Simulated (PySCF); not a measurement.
Compound: C5H6N2Si.
SMILES: `CC#C/C=N\[SiH2]C#N`

Torsions of this conformer, `[CH3:1][C:2]#[C:3]/[CH:4]=[N:5]\[SiH2:6][C:7]#[N:8]`: C4–N5–Si6–C7 4°.

The closed-shell ground state was solved at several levels (PySCF, density fitting, gas phase, non-relativistic). Geometry: GFN2-xTB, one conformer, isolated molecule.

```tsv
level	basis functions	total energy (Eh)	HOMO (eV)	LUMO (eV)	gap (eV)	dipole (D)
PBE0/pcSseg-1	173	-592.5304	-7.72	-1.91	5.81	1.78
B3LYP/def2-SVPD	212	-592.7847	-7.47	-2.14	5.33	1.85
```

Problem. Estimate the row for PBE0/def2-SVPD, a basis of 212 functions; the other rows only guide the guess.

Solution. Total energy -592.2726 Eh, HOMO -7.73 eV, LUMO -1.95 eV, gap 5.78 eV, dipole 1.86 D.

Problem. Over all these levels, which gives the widest orbital gap and which the narrowest?

Solution. PBE0/pcSseg-1 (global hybrid, 25 % exact exchange) has the widest, 5.81 eV, and B3LYP/def2-SVPD (global hybrid, 20 % exact exchange) the narrowest, 5.33 eV. Functional and basis both differ between the two, so the spread mixes both effects.

Problem. How far do the dipole and the HOMO energy spread over the levels?

Solution. The dipole runs from 1.78 to 1.86 D (mean 1.83 D) and the HOMO from -7.73 to -7.47 eV.
